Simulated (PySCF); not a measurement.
**How methods differ on the ionisation energy of Lu⁵⁸⁺**

Lu⁵⁸⁺ [Ne] 3s2 3p1 [3p1/2^1, M_J = 1/2] → Lu⁵⁹⁺ [Ne] 3s2, as a difference of total energies. All numbers are calculated (PySCF 2.14, the two-component X2C-1e Hamiltonian, in an uncontracted even-tempered set (18 s from 18 bohr⁻², ratio 2.4; 14 p from 23 bohr⁻², ratio 2.4; 4 d from 76 bohr⁻², ratio 2.6; 4 f from 110 bohr⁻², ratio 2.6)). Correlated levels: 1s2 frozen; the 54 highest virtual spinors dropped. "Screened" scales the spin-orbit matrix elements by Boettger's factors to mimic the two-electron term; Breit and QED terms are absent.

```json
{"method": "GHF (spin-free)", "ionisation energy (eV)": "5862.1"}
{"method": "GMP2 (spin-free)", "ionisation energy (eV)": "5862.7"}
{"method": "GHF (screened spin-orbit)", "ionisation energy (eV)": "6076.6"}
{"method": "GMP2 (screened spin-orbit)", "ionisation energy (eV)": "6076.7"}
```

Breit and QED terms and the two-electron picture change are absent.

The spin-free rows lack the spin-orbit shift.

For comparison: 6070 ± 6 eV (theoretical estimate listed by NIST; NIST Atomic Spectra Database, ionization energies).
